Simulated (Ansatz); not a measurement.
Consider the ligand exchange at the Si–Br bond: `N[SiH]([SiH3])Br` + H₂Se → `N[SiH]([SiH3])[SeH]` + HBr.

Calculated with Ansatz (gas phase, PBE0-D4/def2-TZVP geometries, no zero-point term in ΔE). CCSD(T)/CBS is the MP2 limit (def2-TZVPP, def2-QZVPP) plus CCSD(T) − MP2 in def2-TZVPP, frozen cores. For Br, Se outer-core shells are correlated without core-valence functions, which leaves a few kJ/mol of doubt a bond. Scalar relativity is left out up to krypton. One conformer a species, not always the lowest.

```
              species  SCS-MP2/def2-QZVPP energy (Eh)
   `N[SiH]([SiH3])Br`                     -3209.47178
                 H₂Se                     -2401.59263
`N[SiH]([SiH3])[SeH]`                     -3037.44606
                  HBr                     -2573.60185
```

(1) Work out ΔE.

(2) What do rigid-rotor, harmonic-oscillator terms from PBE0-D4/def2-TZVP frequencies (298.15 K, 1 bar) make of the CCSD(T)/CBS value? (Estimate.)

Largest T1 diagnostic among the species: 0.011.

Results:

(1) ΔE = (-3037.44606) + (-2573.60185) − (-3209.47178) − (-2401.59263) = 0.01650 Eh = +43.3 kJ/mol. CCSD(T)/CBS gives +41.8 kJ/mol.

(2) Ansatz gave: ΔZPE = -2.6 kJ/mol, ΔH = +40.8 kJ/mol, ΔS = 1 J/(mol·K), ΔG = +40.6 kJ/mol.

The D4 term adds −3.1 kJ/mol with B3LYP and −1.7 kJ/mol with PBE0; it sums over pairs of atoms, weighted by their polarisabilities, and B3LYP, whose exchange is more repulsive, gets the larger term. In def2-TZVPP, CCSD(T) changes the Hartree–Fock value by −10.0 kJ/mol (the triples alone add −1.1 kJ/mol) and MP2 by −9.7 kJ/mol. Leaving LDA and LC-ωPBE aside and taking each functional with its dispersion term where it has one, the values, not all of them listed here, spread over 6.9 kJ/mol, from revPBE-D4 to ωB97M-V.

B3LYP here is the variant with VWN-RPA as its local correlation; programs differ in this.
